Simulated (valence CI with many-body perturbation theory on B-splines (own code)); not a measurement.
## Hg56+: calculated level list

Calculated by valence CI with perturbative core correlation (CI+MBPT): six valence electrons over a frozen Dirac-Fock core [Ar], radial functions for each j: 7 s, 7 p, 8 d, 6 f, 4 g, 1 h, with the one-electron correlation potential Σ1, the two-electron term Σ2, the three-electron term Σ3, Breit, model QED; selected CI, second order for the rest, scaled by the run's own slope (own B-spline code, finite nucleus).

No measured spectrum was set against this ion. As an estimate, large intervals hold to a few tenths of a per cent, small ones and those within an open d or f shell to about a per cent. Core correlation moves these levels by up to 17000 cm⁻¹, and in measured spectra 5 to 20 % of such shifts remained as error; rates that hang on mixing are uncertain with them. Among the levels kept, up to 1100 cm⁻¹ of a level comes from second order outside the variational space, and about a tenth of that is noise between levels of different J, which matters for small intervals. The list stops below the first excitations out of the core. Only levels of the ground parity were solved; by the run's estimate the other parity begins above the list, which can be wrong where configurations are misplaced.

Levels 1 to 29 of 29, with energies above the lowest level, (3d3/2^4 3d5/2^2) J=4. "Leading %" is the weight of the configuration and term that name the level; weights of strongly mixed levels are sums over their largest components and can fall short, and the name can then belong to a minority configuration. In the jj column 3d3/2^4 stands for four electrons in 3d with j = 3/2.

```csv
No.,Configuration,Term,J,E (cm⁻¹),Leading %,Second component,Leading jj
1,3d6,3F,4,0,42,27 % 3d6 5D,3d3/2^4 3d5/2^2 (99 %)
2,3d6,3P,2,71442,38,22 % 3d6 3D,3d3/2^4 3d5/2^2 (98 %)
3,3d6,3P,0,241700,56,31 % 3d6 1S,3d3/2^4 3d5/2^2 (96 %)
4,3d6,5D,3,759530,58,27 % 3d6 3F,3d3/2^3 3d5/2^3 (98 %)
5,3d6,5D,4,766760,46,23 % 3d6 3H,3d3/2^3 3d5/2^3 (98 %)
6,3d6,5D,1,804470,44,32 % 3d6 3P,3d3/2^3 3d5/2^3 (99 %)
7,3d6,3H,6,833520,65,35 % 3d6 1I,3d3/2^3 3d5/2^3 (100 %)
8,3d6,3G,5,835490,62,38 % 3d6 3H,3d3/2^3 3d5/2^3 (100 %)
9,3d6,3F,2,900690,47,24 % 3d6 3P,3d3/2^3 3d5/2^3 (98 %)
10,3d6,3D,3,913860,33,25 % 3d6 3G,3d3/2^3 3d5/2^3 (99 %)
11,3d6,3P,0,992510,61,33 % 3d6 1S,3d3/2^3 3d5/2^3 (94 %)
12,3d6,1G,4,1038700,46,24 % 3d6 3G,3d3/2^3 3d5/2^3 (98 %)
13,3d6,3P,1,1048400,70,25 % 3d6 3D,3d3/2^3 3d5/2^3 (99 %)
14,3d6,3D,2,1050500,29,24 % 3d6 1D,3d3/2^3 3d5/2^3 (96 %)
15,3d6,3F,3,1059000,57,37 % 3d6 1F,3d3/2^3 3d5/2^3 (100 %)
16,3d6,5D,2,1565800,65,23 % 3d6 3P,3d3/2^2 3d5/2^4 (99 %)
17,3d6,5D,0,1591400,66,33 % 3d6 1S,3d3/2^2 3d5/2^4 (99 %)
18,3d6,3H,4,1615400,42,35 % 3d6 3F,3d3/2^2 3d5/2^4 (99 %)
19,3d6,5D,3,1644200,34,20 % 3d6 3D,3d3/2^2 3d5/2^4 (97 %)
20,3d6,3H,5,1652000,62,38 % 3d6 3G,3d3/2^2 3d5/2^4 (100 %)
21,3d6,1I,6,1678500,65,35 % 3d6 3H,3d3/2^2 3d5/2^4 (100 %)
22,3d6,3F,3,1716100,42,38 % 3d6 3G,3d3/2^2 3d5/2^4 (99 %)
23,3d6,3D,1,1733700,51,40 % 3d6 3P,3d3/2^2 3d5/2^4 (98 %)
24,3d6,1G,4,1748900,50,35 % 3d6 3G,3d3/2^2 3d5/2^4 (98 %)
25,3d6,3F,2,1764000,35,31 % 3d6 3P,3d3/2^2 3d5/2^4 (98 %)
26,3d6,3F,2,1870200,65,20 % 3d6 3P,3d3/2^2 3d5/2^4 (99 %)
27,3d6,3F,4,1912300,62,33 % 3d6 1G,3d3/2^2 3d5/2^4 (99 %)
28,3d6,1D,2,2066700,76,10 % 3d6 3P,3d3/2^2 3d5/2^4 (98 %)
29,3d6,1S,0,2229600,79,20 % 3d6 3P,3d3/2^2 3d5/2^4 (97 %)
```

The ionisation energy to 3d5 2D_5/2 of the next ion comes out as 5636.4 eV (NIST: 5636 ± 5 eV (theoretical)). All 29 levels together are meant to be complete up to 2304100 cm⁻¹.
